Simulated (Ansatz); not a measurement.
A nudged elastic band was laid between two geometries of ClFGeH2 + H4Si (10 atoms, charge 0, multiplicity 1).

Level of theory: Ansatz, RKS PBE0-D4/def2-SVP.

```json
{"movable images": "8", "climbing image": "no", "spring": "5.0 eV/Å²", "optimiser": "quadratic models (default)", "start path": "through a guess of the saddle point", "force threshold": "0.05 eV/Å", "iteration limit": "60", "end points": "relaxed"}
```

Initial state:

```xyz
10
Properties=species:S:1:pos:R:3
Ge -0.186 0.619 -0.251
F -0.721 0.817 1.386
H 1.336 0.474 -0.221
H -0.773 1.778 -1.062
Cl -1.044 -1.220 -0.955
Si 1.188 -2.901 1.410
H 0.156 -3.943 1.142
H 1.891 -2.549 0.140
H 2.189 -3.429 2.387
H 0.546 -1.681 1.983
```

Final state:

```xyz
10
Properties=species:S:1:pos:R:3
Ge 0.065 -0.446 -0.319
F 0.510 0.366 2.429
H 1.135 0.648 -0.416
H -1.280 0.098 0.176
Cl -0.278 -1.150 -2.364
Si 0.782 -2.449 0.748
H -0.319 -3.455 0.734
H 1.988 -2.992 0.059
H 1.154 -2.202 2.186
H 0.825 -0.454 2.725
```

Question: Which bonds break or form, and what moves?

Answer: Bonds broken: Ge1–F2, Si6–H10. Bonds formed: Ge1–Si6, F2–H10. ClFGeH2 + H4Si becomes ClGeH5Si + FH.

Question: What energy profile does the band end with?

Answer: The forces met the threshold. The highest image is number 5 of 0 to 9, 185.1 kJ/mol above the first end and 148.8 kJ/mol above the last; the last end lies 36.3 kJ/mol above the first. No image climbed, so the highest image needn't sit at the top of the path. The orbitals stay closed-shell, which can raise the energy where a bond breaks towards radicals; this wasn't checked here.

```csv
image,path coordinate (Å),energy (kJ/mol),Ge1–F2 (Å),Si6–H10 (Å),Ge1–Si6 (Å)
0,0.00,0.0,1.73,1.49,4.13
1,0.62,1.8,1.74,1.49,3.98
2,1.24,18.5,1.74,1.48,3.66
3,1.85,62.8,1.76,1.49,3.32
4,2.47,152.0,1.86,1.59,2.93
5,3.09,185.1,2.17,2.00,2.70
6,3.71,103.3,2.52,2.25,2.49
7,4.33,60.1,2.76,2.48,2.40
8,4.94,40.1,2.89,2.68,2.38
9,5.56,36.3,2.90,2.81,2.38
```

Question: What is the geometry of the highest image?

Answer: 
```xyz
10
Properties=species:S:1:pos:R:3
Ge 0.100 -0.161 -0.095
F 0.066 0.280 2.031
H 1.503 0.344 -0.452
H -0.971 0.953 -0.191
Cl -0.675 -1.579 -1.563
Si 0.905 -2.453 1.075
H -0.195 -3.453 0.977
H 1.905 -2.574 -0.018
H 1.643 -2.698 2.376
H 0.302 -0.694 1.819
```

Run time: 4.1 min on 4 threads of Arm Neoverse V1, with other jobs on the host, peak memory 0.32 GiB.
